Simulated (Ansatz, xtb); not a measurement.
## Two isomers of F2GeH3In

Structure a: `[F][In]([F])[GeH3]`, a singlet. Structure b: `[F][GeH2][InH][F]`, a singlet. Both are isolated molecules in the gas phase, relaxed with r2SCAN-D4/def2-SVP; the shapes shown needn't be the lowest conformers.

a (Å):

```yaml
atoms:
  - { symbol: F, position_ang: [-4.4300, -1.6981, 2.2174] }
  - { symbol: F, position_ang: [-3.3235, -3.9585, 0.3267] }
  - { symbol: Ge, position_ang: [-1.7548, -0.3006, -0.4975] }
  - { symbol: In, position_ang: [-3.2159, -2.0402, 0.7165] }
  - { symbol: H, position_ang: [-2.5805, 0.9702, -0.7166] }
  - { symbol: H, position_ang: [-1.2922, -0.8802, -1.8365] }
  - { symbol: H, position_ang: [-0.5459, 0.0080, 0.3921] }
```

b (Å):

```xyz
7

F    -4.4648   -2.0550    0.9771
F     0.0339   -0.2295   -0.7919
Ge   -3.5714   -0.8736    0.0338
In   -1.0535   -1.5140    0.2439
H    -3.9247    0.4968    0.6393
H    -4.1291   -0.9749   -1.3974
H    -0.0638   -2.6995    1.0002
```

Quicker runs give these differences E(b) − E(a): GFN2-xTB +3.9 kcal/mol; HF/STO-3G +11.8 kcal/mol (at GFN2-xTB geometries); r2SCAN-D4/def2-SVP//GFN2-xTB +6.6 kcal/mol.

Question: Estimate E(b) − E(a) at the level CCSD(T)/def2-SVP + ΔMP2/def2-TZVPP.

Answer: Calculated at CCSD(T)/def2-SVP + ΔMP2/def2-TZVPP: E(b) − E(a) = +4.8 kcal/mol, so structure a lies lower.

The same difference at several levels:

| level | geometry | E(b) − E(a) (kcal/mol) | departure from the last row (kcal/mol) | job, with rough time for the two |
| --- | --- | --- | --- | --- |
| GFN2-xTB | GFN2-xTB | +3.9 | −0.9 | optimisation, 0.38 s |
| HF/STO-3G | GFN2-xTB | +11.8 | +6.9 | single point, 2.8 s |
| r2SCAN-D4/def2-SVP//GFN2-xTB | GFN2-xTB | +6.6 | +1.7 | single point, 6.6 s |
| r2SCAN-D4/def2-SVP | r2SCAN-D4/def2-SVP | +5.6 | +0.8 | optimisation, 86 s |
| HF/def2-SVP | r2SCAN-D4/def2-SVP | +3.8 | −1.1 | part of the CCSD(T) run |
| MP2/def2-SVP | r2SCAN-D4/def2-SVP | +8.3 | +3.5 | part of the CCSD(T) run |
| CCSD(T)/def2-SVP | r2SCAN-D4/def2-SVP | +7.1 | +2.3 | single point |
| CCSD(T)/def2-SVP + ΔMP2/def2-TZVPP | r2SCAN-D4/def2-SVP | +4.8 |  | single point, 60 s |

As drawn, b has 1 F–Ge, 1 In–H in place of 1 F–In, 1 Ge–H.

None of the levels shown reverses the order. The largest departure from CCSD(T)/def2-SVP + ΔMP2/def2-TZVPP is that of HF/STO-3G, 6.9 kcal/mol. The last row adds to CCSD(T) the change of the MP2 difference between the two basis sets, here −2.3 kcal/mol.

With harmonic frequencies from r2SCAN-D4/def2-SVP (ideal gas, rigid rotor, one conformer each, 298.15 K, 1 atm): on the last row, ΔE + ΔZPE = +4.3 kcal/mol. A mode under 50 cm⁻¹ makes harmonic enthalpies and free energies unreliable, so none is given.

The correlated steps freeze 15 core orbitals; the filled d shell of Ge and In is correlated, in a basis made for valence electrons. Atoms past krypton carry core potentials in the def2 sets, other sets are all-electron and non-relativistic, and no spin–orbit term is included. Programs: Ansatz 0.2.0, xtb 6.7.1; the last row on 1 thread of Intel(R) Xeon(R) Platinum 8259CL CPU @ 2.50GHz (Skylake/Cascade Lake) on a shared host.
